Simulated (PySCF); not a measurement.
# C3H5F2Si: g tensor and hyperfine couplings

C₃H₅F₂Si (doublet state).
Cartesian coordinates in Å at the GFN2-xTB level; atoms count from 1:
```
atom  x, y, z in Å
F1     2.4347   -0.2442   -1.1897
C2     1.8093    0.1421   -0.0478
F3     1.1914    1.3415   -0.3652
C4     0.8666   -0.8697    0.4178
C5    -0.4101   -0.9993    0.4830
Si6   -1.6805    0.3332   -0.1373
H7     2.5880    0.3787    0.6962
H8    -0.8671   -1.8871    0.8927
H9    -1.5507    1.4924    0.7396
H10   -1.3934    0.6343   -1.5339
H11   -2.9827   -0.3193    0.0185
```

The hyperfine couplings belong to this conformer and change with its torsions.

As a line formula: `C(/[SiH3])=[C]/C(F)F` [radical].

Method: UKS B3LYP, pcH-1 on C F H Si, non-relativistic, mean-field spin-orbit, GIAO in PySCF. The structure is a single GFN2-xTB conformer in the gas phase; no vibrational or solvent corrections. The geometry wasn't refined by DFT: couplings that depend on bond lengths, twists or pyramidal angles can differ widely from those at the functional's own minimum. The SCF solution wasn't tested for stability.

| Quantity | Value |
| --- | --- |
| g1, g2, g3 | 2.00155, 2.00212, 2.00302 |
| g_iso | 2.00223 |
| Form of g | rhombic: the two nearest values differ by 39 % of g3 − g1 |
| ⟨S²⟩ | 0.7583 (exact 0.7500) |
| α and β electrons | 28, 27 |
| HOMO–LUMO gap, α and β orbitals | 5.54, 5.15 eV |
| Basis functions | 210 |

Isotropic coupling and dipolar principal values T1 to T3, in mT; ρ(0) is the spin density at the nucleus (MHz turned into mT with g_iso):

```csv
atom,isotope,a_iso,of which spin–orbit,T1,T2,T3,Mulliken spin population,ρ(0) (bohr⁻³)
F1,19F,0.23,0.00,-0.48,0.03,0.45,0.00,0.0015
C2,13C,2.80,0.00,-0.22,-0.15,0.37,0.00,0.0699
F3,19F,6.09,0.03,-3.60,-3.39,6.99,0.04,0.0404
C4,13C,10.53,0.00,-2.68,-1.99,4.67,0.91,0.2627
C5,13C,-1.03,0.00,-0.69,0.03,0.66,-0.13,-0.0256
Si6,29Si,-3.65,0.01,-1.05,0.51,0.54,0.11,0.1153
H7,1H,0.36,0.00,-0.27,-0.15,0.42,0.00,0.0022
H8,1H,5.00,0.00,-0.25,-0.20,0.44,0.05,0.0314
H9,1H,-0.07,0.00,-0.08,-0.04,0.12,0.00,-0.0004
H10,1H,-0.15,0.00,-0.09,-0.04,0.13,0.00,-0.0010
H11,1H,0.43,0.00,-0.08,-0.02,0.11,0.01,0.0027
```

The largest Mulliken spin populations are on C4 (+0.91), C5 (-0.13) and Si6 (+0.11). No atom but C4 exceeds +0.15. The positive populations add up to 1.13 and the negative ones to -0.13, together 2S = 1.

Axes: g1 points within 14° of the C2–C4 bond and g2 points within 9° of the C5–Si6 bond.

Under fast tumbling the dipolar parts average out, and these isotropic splittings remain: 1 × 1H (H8, I = 1/2, 2 lines) with 5.00 mT, 2 × 19F (F1/F3, I = 1/2, 3 lines) with 3.16 mT, 1 × 1H (H7, I = 1/2, 2 lines) with 0.36 mT and 3 × 1H (H9/H10/H11, I = 1/2, 4 lines) with 0.07 mT.

Class means assume fast exchange of nuclei equivalent by connectivity; if that motion is slow, each nucleus keeps its own coupling. The three 1H nuclei of mean +1.9 MHz run from -4.3 to 12.1 MHz in the frozen geometry. The 19F value of +88.6 MHz is a mean of couplings from 6.5 to 170.8 MHz in this one geometry, not an average over conformers.

The 13C coupling of C4 (295.2 MHz) shows only in satellite lines or after enrichment, since that isotope makes up about 1.07 % of natural carbon.

The 29Si coupling of Si6 (-102.3 MHz) shows only in satellite lines or after enrichment, since that isotope makes up about 4.7 % of natural silicon.
